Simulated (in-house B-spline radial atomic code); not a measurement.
# Bi⁺: [Xe] 4f14 5d10 6s2 6p2 (with a hole in an inner shell)

Computed with a radial B-spline atomic code at the basis-set limit: Dirac-Kohn-Sham PBE0, spherical fractional occupations, Fermi nucleus of rms radius 5.5211 fm.

Z_r = [3n² - l(l+1)]/(2<r>); Z_e = n√(-2ε); the last column is Slater's effective charge. Values are occupation-weighted means over j. An effective charge above Z reflects the relativistic contraction of the inner shells.

```csv
shell,electrons,ε (eV),<r> (bohr),Z_r,Z_e,Slater
1s,2,-90632,0.0158,94.96,81.62,82.70
2s,2,-16319,0.06578,91.21,69.27,78.85
2p,6,-14131,0.05993,83.44,64.45,78.85
3s,2,-3963.7,0.171,78.97,51.20,71.75
3p,6,-3325.5,0.1725,72.47,46.90,71.75
3d,10,-2608.7,0.1575,66.66,41.54,61.85
4s,2,-926.33,0.3769,63.67,33.01,55.25
4p,6,-713.51,0.4006,57.41,28.97,55.25
4d,10,-449.16,0.4224,49.72,22.98,43.85
5s,2,-171.98,0.8342,44.95,17.78,25.35
4f,14,-167.42,0.4411,40.81,14.03,32.45
5p,6,-110.86,0.9469,38.55,14.27,25.35
5d,10,-37.777,1.23,28.05,8.33,11.85
6s,2,-23.415,2.134,25.30,7.87,6.65
6p,2,-11.386,2.819,18.80,5.49,6.65
```

The least bound orbital is 6p3/2 at -10.62 eV, and it is also the most diffuse (<r> = 2.928 bohr).

Spin-orbit splittings of the orbital energies (j = l + 1/2 above j = l - 1/2 when positive): 2p 2320 eV, 3p 521.2 eV, 3d 110.3 eV, 4p 128.9 eV, 4d 24.13 eV, 4f 5.54 eV, 5p 24.83 eV, 5d 3.058 eV, 6p 2.291 eV.

For the 1s electron the small component carries 10 % of the norm, the zero-frequency Breit interaction raises the level by 358.1 eV, self-energy by 233.7 eV, and vacuum polarisation lowers it by 50.63 eV.

Caution: exact exchange at fractional occupations of open shells leaves self-interaction of up to several eV.
